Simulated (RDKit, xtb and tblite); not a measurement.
Relaxed torsion scan: SMILES Oc1cccc(-c2ccccc2)c1. Scanned: dihedral H14–O1–C2–C3 and dihedral C5–C6–C7–C8; all other coordinates were relaxed at GFN2-xTB. Points at φ and −φ are mirror images. Heavy atoms are numbered in the order of the SMILES Oc1cccc(-c2ccccc2)c1, hydrogens after them in the order of the atoms that carry them; the mirror image has the same energies with the sign of each dihedral reversed.

Methods: GFN2-xTB (xtb and tblite); MMFF94 // GFN2-xTB (RDKit); UFF // GFN2-xTB (RDKit).

Energies in kcal/mol at chosen points (x: dihedral H14–O1–C2–C3 (°); y: dihedral C5–C6–C7–C8 (°)), relative to x = 0, y = -120:

| method | (30, -120) | (-60, -30) | (0, 150) | (150, -120) | (-30, -30) | (60, -150) | (60, -90) |
|---|---|---|---|---|---|---|---|
| GFN2-xTB | 1.3 | 3.8 | -0.2 | 1.4 | 1.1 | 3.8 | 5.3 |
| MMFF94 | 1.0 | 4.4 | 1.2 | 0.9 | 2.2 | 4.4 | 3.4 |
| UFF | 1.3 | 4.8 | 0.0 | 1.4 | 1.3 | 4.8 | 6.6 |
